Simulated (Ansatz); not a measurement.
TaCl3, SMILES [Cl][Ta]([Cl])[Cl] (connectivity only; charge and spin as stated), neutral, multiplicity 3. Atoms are numbered in the order given.

```xyz
4

Ta     0.0024     0.0019     0.0000
Cl     0.0035     0.9311     2.0901
Cl     0.0035     0.9311    -2.0901
Cl     0.0011    -2.3110     0.0000
```
Charge 0, spin multiplicity 3.

Geometry optimised at PBE0-D3(BJ)/def2-SVP. The multiplicity is an assumed one; other spin states were not compared. The def2 effective core potentials stand for the cores of Ta; spin–orbit coupling is left out.

Two levels are set side by side: PBE-D3(BJ)/def2-SVP (Ansatz, a first-principles code) and PBE0-D3(BJ)/def2-SVP (Ansatz). Each level has its own optimised geometry; the coordinates shown are those of the second. Differences are taken from unrounded values.

| quantity | PBE0-D3(BJ) | PBE-D3(BJ) | PBE-D3(BJ) minus PBE0-D3(BJ) |
|---|---|---|---|
| mean bond length (Å) | 2.296 | 2.304 | 0.008 |
| bond Ta1–Cl2 (Å) | 2.287 | 2.295 | 0.008 |
| bond Ta1–Cl3 (Å) | 2.287 | 2.295 | 0.008 |
| bond Ta1–Cl4 (Å) | 2.313 | 2.321 | 0.008 |

Exact exchange shortens and stiffens bonds; PBE has none. Differences between two approximate levels are no errors against the true value.
